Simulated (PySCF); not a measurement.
Job file and geometry (Å, from GFN2-xTB) of an NMR shielding run on SMILES C#CB(CC(F)(F)F)SC, C$_{5}$H$_{6}$BF$_{3}$S, PySCF, GIAO PBE0/pcSseg-1 NMR shielding, non-relativistic, gas phase; density fitting, a coarse starting grid and PySCF grid level 2 are the driver's defaults:

```
$ OMP_NUM_THREADS=1 python probes_run.py task.json out

{"job": {"kind": "nmr", "xc": "PBE0", "basis": "pcSseg-1"}, "charge": 0, "multiplicity": 1}
C      0.274745     2.132341    -0.801690
C      0.201216     1.087412    -0.204869
B      0.133496    -0.230251     0.510315
C     -1.250074    -0.772425     1.109089
C     -2.456010    -0.383118     0.290173
F     -2.346142    -0.736358    -1.002441
F     -2.699939     0.937580     0.301439
F     -3.584929    -0.968826     0.736208
S      1.563322    -1.248514     0.738417
C      2.928849    -0.287738    -0.001652
H      0.313663     3.048722    -1.315586
H     -1.256065    -1.860728     1.196099
H     -1.412526    -0.367592     2.112024
H      3.400347     0.302305     0.778179
H      2.542417     0.356605    -0.783354
H      3.640033    -1.000471    -0.406279
```

Problem. What does the program print?

Solution. 
```
coarse grid: 15120 points
cycle   1  E = -915.7242768345  dE =  1.400e+00  |g| = 9.179e-01  |ddm| = 3.709e+00
cycle   2  E = -915.6109416557  dE =  1.133e-01  |g| = 1.294e+00  |ddm| = 1.245e+00
cycle   3  E = -915.8743137972  dE = -2.634e-01  |g| = 1.040e-01  |ddm| = 6.686e-01
cycle   4  E = -915.8756505712  dE = -1.337e-03  |g| = 6.902e-02  |ddm| = 1.127e-01
cycle   5  E = -915.8766257409  dE = -9.752e-04  |g| = 3.119e-02  |ddm| = 6.104e-02
cycle   6  E = -915.8768633040  dE = -2.376e-04  |g| = 3.362e-03  |ddm| = 2.344e-02
cycle   7  E = -915.8768658109  dE = -2.507e-06  |g| = 1.211e-03  |ddm| = 4.266e-03
final grid: 146040 points
cycle   8  E = -915.9566736791  dE = -5.101e-05  |g| = 1.029e-02  |ddm| = 3.521e-02
cycle   9  E = -915.9566523982  dE =  2.128e-05  |g| = 1.412e-02  |ddm| = 2.166e-02
cycle  10  E = -915.9566988326  dE = -4.643e-05  |g| = 1.361e-03  |ddm| = 1.312e-02
cycle  11  E = -915.9566991314  dE = -2.988e-07  |g| = 7.123e-04  |ddm| = 1.299e-03
cycle  12  E = -915.9566992559  dE = -1.245e-07  |g| = 1.969e-04  |ddm| = 5.889e-04
cycle  13  E = -915.9566992646  dE = -8.698e-09  |g| = 4.006e-05  |ddm| = 1.467e-04
cycle  14  E = -915.9566992650  dE = -3.761e-10  |g| = 1.153e-05  |ddm| = 5.001e-05
converged SCF energy = -915.9566992650

GIAO shielding tensors (ppm)
atom      isotropic    diamagn.    paramagn.     s11        s22        s33       span
  0 C       57.202     262.319    -205.117      9.363     10.989    151.255    141.892
  1 C       96.406     258.970    -162.565     -5.347     -0.665    295.230    300.577
  2 B       45.262     192.927    -147.666    -17.005     37.285    115.504    132.509
  3 C      150.974     254.366    -103.393    132.351    146.463    174.107     41.755
  4 C       50.167     241.448    -191.281     43.617     50.819     56.064     12.447
  5 F      248.413     476.420    -228.006    165.400    243.541    336.299    170.900
  6 F      244.403     474.626    -230.223    157.577    245.332    330.301    172.725
  7 F      238.234     467.902    -229.668    151.276    223.961    339.465    188.189
  8 S      405.853    1058.660    -652.807     78.244    526.349    612.965    534.721
  9 C      165.130     250.560     -85.430    151.314    156.385    187.691     36.377
 10 H       27.398      33.951      -6.553     23.947     25.291     32.957      9.010
 11 H       29.329      29.994      -0.665     24.752     30.589     32.646      7.894
 12 H       29.615      28.689       0.925     25.683     29.018     34.142      8.459
 13 H       29.201      28.802       0.399     24.279     26.531     36.792     12.513
 14 H       28.427      30.553      -2.126     22.909     28.954     33.419     10.510
 15 H       29.407      28.506       0.901     24.043     26.835     37.342     13.299
```

Size and cost of the density-fitted run: 207 basis functions, 100 s wall time on 1 thread of an Intel Xeon, shared host; peak memory 0.92 GiB.
